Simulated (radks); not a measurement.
Excited configurations of the tantalum ion Ta+: one electron is placed in a higher orbital outside [Xe] 4f14 5d3. The ground configuration is [Xe] 4f14 5d3 6s1. Calculated with a radial shooting solver on a logarithmic mesh with Libxc functionals: scalar-relativistic Kohn-Sham, r2SCAN, spin-polarised, spherical densities, finite nucleus; open shells are filled with parallel spins first (spin-orbit coupling, left out, can overturn this in heavy ions); meta-GGA in the generalised Kohn-Sham scheme; Fermi nuclear charge, rms radius 5.3507 fm. Excitation = E - E(ground); binding = E(ion) - E, where the ion is the core of charge +2; n* = 2/sqrt(2 binding) in atomic units, and the quantum defect is n - n*.

outer orbital  excitation (eV)  binding (eV)     n*  quantum defect  <r> (bohr)
6p                       5.600        10.075  2.324           3.676       3.896
6d                      10.487         5.188  3.239           2.761       6.625
7s                       9.293         6.382  2.920           4.080       6.683
7p                      10.797         4.878  3.340           3.660       8.289
7d                      12.590         3.085  4.200           2.800       12.21

The Delta-SCF ionisation energy is 15.675 eV (NIST Atomic Spectra Database: 16.2 eV, semi-empirical). Self-interaction in the functional shifts the binding energies and quantum defects, so they are the method's values and not measured ones. Open shells are spherical and high-spin; term and fine-structure splittings are not resolved. Spin-orbit splitting is averaged out at the scalar-relativistic level.
